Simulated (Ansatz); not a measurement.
A run for Ansatz (a first-principles code): R-B2PLYP/def2-TZVPP on OSi (SMILES [O+]#[Si-]).

Ansatz 0.2 input:
```yaml
crystal:
  periodic: [false, false, false]
  atoms:
    - {symbol: Si, position_ang: [0.00000000, -0.00000000, -0.75657293]}
    - {symbol: O, position_ang: [-0.00000000, 0.00000000, 0.75657293]}
basis:
  gaussian:
    orbitals: def2-TZVPP
hamiltonian:
  xc: {name: B2PLYP}
magnetization: {spin_polarized: false}
correlation: {electrons: outside_noble_gas}
scf: {lower_state_search: off}
```

The log:

```
WARN ansatz: RAYON_NUM_THREADS=4 ignored (pool sized by the plan → 4); use --threads N
Functional definition: B2PLYP
these checks for a lower state are left out or cut short: stability, starts, cluster_reference, orbital_swaps, neighbouring_geometries, increment
integrals: 0.02 GiB planned
451 factors; integrals over basis functions are off by at most 1.5e-3 eV
mean field: 0.16 GiB planned
mean field evaluation 1: about -9911.2882 eV, gradient 6.1e1 eV
mean field evaluation 2: about -9911.2883 eV, gradient 6.1e1 eV
mean field evaluation 4: about -9918.2070 eV, gradient 7.6e0 eV
mean field evaluation 8: about -9918.3767 eV, gradient 8.9e-2 eV
mean field evaluation 16: about -9918.3768 eV, gradient 1.8e-6 eV
mean field -9918.37675819 eV, -364.4936229462 hartree, gradient 1.8e-6 eV, S^2 0.000000; 0 other end points of the search recorded, 0 dependent functions left out
6 core orbitals not correlated
reference -9918.37686314 eV, -364.4936268032 hartree; 5, 5 occupied and 62, 62 virtual orbitals, 451 factors
second order -11.50159868 eV of doubles, -0.00000000 eV of singles
Total energy: -9921.48229478 eV, -364.6077493111 hartree
Checks for a lower state left out: stability, starts, cluster_reference, orbital_swaps, neighbouring_geometries, increment
```

The run converged.

Cost: very roughly 0.9 core-seconds.
